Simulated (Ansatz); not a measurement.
Isomers of C2H5BSe, relaxed with PBE0-D4/def2-TZVP in Ansatz; electronic energies, one conformer each and not always the lowest. Functionals use def2-TZVPP; CBS adds triple-zeta CCSD(T) − MP2 to the MP2 limit of def2-TZVPP and def2-QZVPP.

Outer-core shells of Se are correlated without core-valence functions. Scalar relativity is left out up to krypton. Spin–orbit coupling is left out.

Problem. Order them by energy at frozen-core CCSD(T)/CBS, lowest first. (Best estimate.)
A. `B[Se]C=C`
B. `CBC=[Se]`
C. `CB1C[Se]1`

Solution. C (0.0 kcal/mol), A (19.1 kcal/mol), B (27.5 kcal/mol).

Problem. How do HF/CBS(def2), r2SCAN-D4, PBE0-D4, B3LYP-D4 place them (kcal/mol, against `CB1C[Se]1`)? (Estimate.)

Solution. Ansatz gave: 
```json
{"isomer": "`CBC=[Se]`", "HF/CBS(def2)": "26.3", "r2SCAN-D4": "28.9", "PBE0-D4": "30.5", "B3LYP-D4": "25.8"}
{"isomer": "`B[Se]C=C`", "HF/CBS(def2)": "13.8", "r2SCAN-D4": "21.7", "PBE0-D4": "22.3", "B3LYP-D4": "17.4"}
```

B3LYP here is the variant with VWN-RPA as its local correlation; programs differ in this.
